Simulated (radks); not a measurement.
Computed order of ionisation of ruthenium. At each step one electron was removed from each of the four highest sub-shells of the ion before, moves of one valence electron (up to charge 6) and the configuration listed by NIST were tried, and the lowest configuration was kept. Calculated with a radial shooting solver on a logarithmic mesh with Libxc functionals: scalar-relativistic Kohn-Sham, PBEsol, spin-polarised, spherical densities, finite nucleus; Fermi nuclear charge, rms radius of each element as measured or else 0.836 A^(1/3) + 0.57 fm. Open shells are filled with parallel spins first.

| species | lowest configuration found | NIST configuration | margin to the next tried (eV) | IE (eV) | NIST IE (eV) | kind |
|---|---|---|---|---|---|---|
| Ru | [Kr] 4d7 5s1 | same | 1.018 | 7.810 | 7.361 | exp. |
| Ru+ | [Kr] 4d7 | same | 0.653 | 16.730 | 16.8 | semi-emp. |
| Ru2+ | [Kr] 4d6 | same | 2.891 | 28.430 | 28.470 | semi-emp. |
| Ru3+ | [Kr] 4d5 | same | 10.187 | 45.989 | 45 | theory |
| Ru4+ | [Kr] 4d4 | same | 14.093 | 60.949 | 59 | theory |
| Ru5+ | [Kr] 4d3 | same | 18.249 | 76.862 | 76 | theory |
| Ru6+ | [Kr] 4d2 | same | 22.605 | 93.610 | 93 | theory |
| Ru7+ | [Kr] 4d1 | same | 45.686 | 111.08 | 110 | theory |
| Ru8+ | [Kr] | same | 47.867 | 179.45 | 178.41 | semi-emp. |
| Ru9+ | [Ar] 3d10 4s2 4p5 | same | 33.022 | 200.20 | 198 | theory |
| Ru10+ | [Ar] 3d10 4s2 4p4 | same | 33.603 | 220.99 | 220 | theory |
| Ru11+ | [Ar] 3d10 4s2 4p3 | same | 34.195 | 248.77 | 245 | theory |
| Ru12+ | [Ar] 3d10 4s2 4p2 | same | 27.524 | 271.24 | 271 | theory |
| Ru13+ | [Ar] 3d10 4s2 4p1 | same | 29.770 | 293.62 | 295.9 | semi-emp. |

Reference values: NIST Atomic Spectra Database (exp. = measured, semi-emp. = semi-empirical, theory = theoretical value adopted there). Open shells are spherical and high-spin; term and fine-structure splittings are not resolved.
